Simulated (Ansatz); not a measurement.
Frontier orbitals of `C[OH+][AlH-]([CH3])[CH3]`.

Charge 0, multiplicity 1. Geometry: relaxed with PBE0-D4/def2-TZVP. It is one conformer, not always the lowest. Basis def2-TZVPP, the Gaussian-basis code of Ansatz.

| functional | HOMO (eV) | LUMO (eV) | gap (eV) |
| --- | --- | --- | --- |
| LDA (SPW92) | -5.79 | -1.14 | 4.65 |
| PBE | -5.67 | -0.96 | 4.71 |
| BLYP | -5.54 | -0.97 | 4.57 |
| B97M-V | -6.04 | -0.73 | 5.31 |
| PBE0 | -6.94 | -0.05 | 6.89 |
| r2SCANh | -6.40 | -0.06 | 6.34 |
| BHLYP | -8.13 | 0.62 | 8.75 |
| CAM-B3LYP | -8.32 | 0.74 | 9.06 |
| ωB97M-V | -9.20 | 1.42 | 10.62 |

Against PBE, PBE0 changes HOMO and LUMO by −1.27 and +0.91 eV, ωB97M-V by −3.53 and +2.38 eV. A gap of 4.71 eV thus becomes 10.61 eV for the same molecule, so an orbital gap means little without its functional. A positive LUMO is unbound and depends on the basis.
